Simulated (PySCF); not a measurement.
**MCs cations for M along the chalcogens**

PBE0 with double-zeta basis sets in PySCF, for the lowest determinant that a PBE0 search found; no spin–orbit coupling. De refers to high-spin ground-configuration atoms (the charge goes to the atom of lower measured ionisation energy or higher electron affinity, which is not always the lowest computed limit). A positive dipole points towards Cs; it is taken about the centre of mass and depends on that origin.

```
 M     basis  charged atom  state (unpaired electrons)  Re (Å)  ωe (cm⁻¹)  De (eV)  μ (D)
 O  def2-SVP           Cs+              triplet (π ↑↑)   3.309        111     0.22   1.19
 S  def2-SVP           Cs+              triplet (π ↑↑)   3.732       83.8     0.32   2.26
Se  def2-SVP           Cs+              triplet (π ↑↑)   3.861       58.3     0.31   5.49
Te  def2-SVP           Cs+              triplet (π ↑↑)   4.060       50.3     0.32   7.76
```

By what factor does the harmonic wavenumber vary along the series?

At PBE0 it runs from 50.3 cm⁻¹ (CsTe⁺) to 111 cm⁻¹ (CsO⁺), a factor of 2.21.

Down a group the atoms grow and get heavier, so bonds lengthen and wavenumbers fall; this series shows no clear exception.

Weak bonds: CsO⁺, CsSe⁺, CsS⁺, CsTe⁺. Basis-set superposition, not corrected here, can be much of De in a small basis, most of all at correlated wavefunction levels. Spin–orbit coupling is left out, which matters for elements this heavy, above all for dissociation energies. For an ion De counts to the pair picked by the measured ionisation energies or electron affinities, which need not be the lowest pair at this level. States were picked by a PBE0 search and need not be the measured ground states.
